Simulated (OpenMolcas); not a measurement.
How basis sets differ on C3H5Ga (SMILES C#[C][GaH][CH3])

C3H5Ga: 9 atoms, total charge 0, spin state singlet. SMILES: `C#[C][GaH][CH3]`. Geometry: relaxed at PBE0-D4/def2-TZVP.

Quantity: the dipole moment, in D. The values are calculated.

| level | kind | program | value (D) |
| --- | --- | --- | --- |
| HF/ANO-R0 (sfX2C) | Hartree–Fock | OpenMolcas | 1.85 |
| HF/STO-3G | Hartree–Fock | OpenMolcas | 0.48 |
| HF/3-21G | Hartree–Fock | OpenMolcas | 0.55 |
| HF/6-31G* (spherical functions) | Hartree–Fock | OpenMolcas | 0.55 |
| HF/cc-pVDZ (RICD fitting) | Hartree–Fock | OpenMolcas | 0.62 |

All-electron rows without a relativistic Hamiltonian named are non-relativistic. The values span 0.48 to 1.85 D. Magnitudes only. Sets without polarisation functions give poor dipoles.
